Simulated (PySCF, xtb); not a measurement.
SeFCl, SMILES F[Se]Cl.

The structure is a stationary point at r2SCAN-D4/def2-TZVP.

Level of theory: C-PCM-ωB97X/def2-SVP in PySCF.

The values are the electrostatic part of the solvation free energy, E(continuum) − E(gas) at the gas-phase geometry, in a cavity of scaled van der Waals radii (PySCF's table); cavitation and dispersion terms are not included. In vacuum the orbital gap is 9.37 eV. The dipole moment in vacuum is 1.82 D.

Computed values in water (ε = 78.36), tetrahydrofuran (ε = 7.43), N,N-dimethylformamide (ε = 37.22):
| solvent | ε | ΔG(elec) (kcal/mol) | dipole (D) | gap (eV) |
|---|---|---|---|---|
| water | 78.36 | -2.7 | 2.26 | 9.47 |
| tetrahydrofuran | 7.43 | -2.3 | 2.19 | 9.46 |
| N,N-dimethylformamide | 37.22 | -2.7 | 2.25 | 9.47 |

For comparison, GFN2-xTB/ALPB(water) (xtb, at the GFN2-xTB geometry, all terms of that model) gives -0.4 kcal/mol.
